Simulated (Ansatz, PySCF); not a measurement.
Gas-phase reaction in SMILES: OB(O)P [phosphanylboronic acid] → O[B]O + [PH2] (PH2) (the B-P bond at the site shown breaks; other sites are not compared here)
Structures are relaxed separately at B3LYP-D3(BJ)/def2-TZVP in Ansatz (a first-principles code), one conformer each, not searched for the lowest.

Wanted: bond dissociation energy (enthalpy at 298 K, with B3LYP-D3(BJ) rigid-rotor harmonic-oscillator terms from PySCF), in kcal/mol. Cores are frozen in the correlated levels unless marked. Open shells are spin-unrestricted. No spin-orbit coupling. Non-relativistic. CBS(X,Y): correlation extrapolated as X^-3; Hartree-Fock from the larger set. [CCSD(T)-MP2]/basis is that difference in the basis named.

| level | program | bond dissociation energy (kcal/mol) |
|---|---|---|
| PBE-D3(BJ)/def2-TZVPD | Ansatz + dftd3 | … |
| revPBE-D3(BJ)/def2-TZVPD | Ansatz + dftd3 | 81.9 |
| revPBE/def2-TZVPD | Ansatz | 78.5 |
| PBE0-D3(BJ)/def2-TZVP | Ansatz + dftd3 | 85.8 |
| r2SCAN0-D4/def2-TZVPD | Ansatz + dftd4 | 81.9 |
| wB97X-V/def2-TZVPD | Ansatz | 89.5 |
| SCS-MP2/aug-cc-pV(D+d)Z | Ansatz | 85.1 |
| SCS-MP2/cc-pwCVTZ | Ansatz | 87.7 |
| RI-MP2/CBS(aug-cc-pV(T+d)Z,aug-cc-pV(Q+d)Z)+[CCSD(T)-MP2]/aug-cc-pV(T+d)Z | Ansatz | … |

Complete the blanks.


- PBE-D3(BJ)/def2-TZVPD, bond dissociation energy (kcal/mol): 84.9
- RI-MP2/CBS(aug-cc-pV(T+d)Z,aug-cc-pV(Q+d)Z)+[CCSD(T)-MP2]/aug-cc-pV(T+d)Z, bond dissociation energy (kcal/mol): 88.3
